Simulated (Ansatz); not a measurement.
Geometry optimisation, Ansatz 0.2.0, RKS PBE/def2-SVP.

Input:

```yaml
crystal:
  periodic: [false, false, false]
  atoms:
    - { symbol: Ga, position_ang: [0.179644, -0.187333, 0.180408] }
    - { symbol: H, position_ang: [0.521657, -0.48767, 1.672855] }
    - { symbol: C, position_ang: [2.111881, 0.08405, 0.011278] }
    - { symbol: H, position_ang: [2.508159, -0.900382, 0.342716] }
    - { symbol: H, position_ang: [2.65047, 0.401958, -0.903985] }
    - { symbol: H, position_ang: [2.322129, 0.79946, 0.833893] }
    - { symbol: O, position_ang: [-1.26453, -0.157163, -0.874953] }
    - { symbol: H, position_ang: [-2.069611, -0.399721, -0.381511] }
basis:
  gaussian: { orbitals: def2-SVP }
hamiltonian:
  xc: pbe
relax:
  f_tol: 0.03
  max_steps: 50
```

Launched with:

```bash
$ ansatz run input.yaml --threads 2 --pin off --max-ram 3072MiB --backend cpu --events-out ev --progress --plain --runs-dir out
```

**Question.** Where does it end, and by what steps?

**Answer.** It converged. After 8 steps the energy has fallen by 0.800 eV; H2 moved furthest, 0.88 Å.

```
step  energy less start (eV)  largest force component (eV/Å)  accepted
   0                  0.0000                           1.290       yes
   1                 -0.3301                           0.864       yes
   2                 -0.5232                           0.488       yes
   3                 -0.6914                           0.262       yes
   4                 -0.7839                           0.190       yes
   5                 -0.7975                           0.186       yes
   6                 -0.8003                           0.038       yes
   7                 -0.8003                           0.065        no
   8                 -0.8004                           0.004       yes
```

```xyz
8
Properties=species:S:1:pos:R:3
Ga 0.290 -0.275 0.550
H -0.292 -0.665 1.970
C 2.144 0.082 0.003
H 2.771 -0.821 0.149
H 2.176 0.372 -1.065
H 2.584 0.895 0.614
O -0.899 -0.127 -0.810
H -1.815 -0.308 -0.531
```

Whether the end is a true minimum wasn't checked by a vibrational analysis.

The run took 13 s on 2 threads of Arm Neoverse V1, on a shared host, peak memory 0.12 GiB.
